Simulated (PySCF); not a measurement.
# What a mistake does to a calculation on AlBH3O2 cation

All numbers below are calculated, not measured. They come from PySCF 2.14.0, an open-source quantum chemistry program, on an isolated molecule that a program drew, which may never have been made. The molecule is AlBH3O2 cation (charge +1, singlet), drawn as the SMILES string `O[B+][AlH][OH]`.

Each row is a Hartree-Fock (HF) and frozen-core CCSD(T) single point in the cc-pV(D+d)Z basis, meant for a local HF minimum. Run 1 is clean. Each other run has one planted mistake out of seven kinds, and not every kind appears here: one electron removed, one electron added, multiplicity raised by two, geometry at a saddle point, minimal basis STO-3G, one bond length entered in bohr, all coordinates scaled. The reference is restricted for singlets and unrestricted otherwise, and also for a bond in bohr. Adding or removing an electron swaps singlet and doublet. Electrons count all cores. HOMO and LUMO are orbital energies over both spins, the gradient is its largest component, and the lowest frequency (negative if imaginary) is given only where the gradient is small. Bond lengths are over the 6 bonds as drawn. T1 is the CCSD diagnostic: over 0.02 (restricted) or 0.045 (unrestricted) a single reference is doubtful.

Geometry of the clean run:
```xyz
7
AlBH3O2 cation, angstrom
O    -0.1458    0.7974    3.0057
B    -0.5137    0.4090    1.8876
Al   -1.1643   -0.2573   -0.1271
O    -1.6234   -1.8118    0.1842
H    -0.0567    0.5021    3.9079
H    -1.0823    0.7297   -1.3152
H    -1.9726   -2.5648   -0.2659
```

```
run  electrons  basis functions  <S^2>  HOMO (eV)  LUMO (eV)  gradient (hartree/bohr)  lowest frequency (cm^-1)  mean bond (Å)  longest bond (Å)      T1  HF (hartree)  CCSD(T) (hartree)                     mistake
  1         36               80  0.000     -17.18      -3.95                  2.3e-05                       112         1.4257             2.219  0.0177    -417.92325         -418.45126                    no fault
  2         36               27  0.000     -13.91       1.07                  6.1e-02                         -         1.4257             2.219  0.0250    -412.70177         -412.89096        minimal basis STO-3G
  3         37               80  0.757      -4.96       2.51                  1.0e-01                         -         1.4257             2.219  0.0164    -418.08593         -418.62454          one electron added
  4         36               80  2.016     -13.28      -7.81                  5.8e-02                         -         1.4257             2.219  0.0436    -417.74282         -418.25610  multiplicity raised by two
  5         35               80  0.755     -22.94     -13.25                  1.3e-01                         -         1.4257             2.219  0.0161    -417.35917         -417.83699        one electron removed
  6         36               80  0.939     -16.11      -5.55                  1.7e-02                         -         1.6095             2.342  0.0362    -417.70136         -418.19260                           ?
```

**Which mistake was planted in run 6, and what did it cost?**

The mean bond changes by a factor of 1.129 and the longest by 1.055, so the molecule wasn't scaled as a whole. A length L in bohr read as angstrom grows by (1/0.5292 - 1) L = 0.890 L. The 6 bonds together grew by 6 x 0.1838 = 1.103 Å, which gives L = 1.239 Å. That is bond O1-B2, 1.240 Å in the clean geometry. So the mistake is: one bond length entered in bohr. Subtracting run 1 and multiplying by 627.51 kcal/mol a hartree, the energy moved by 139.2 kcal/mol in HF and 162.3 kcal/mol in CCSD(T).

Cautions from the logs. Run 2: T1 is over the limit, so its CCSD(T) energy is less reliable.
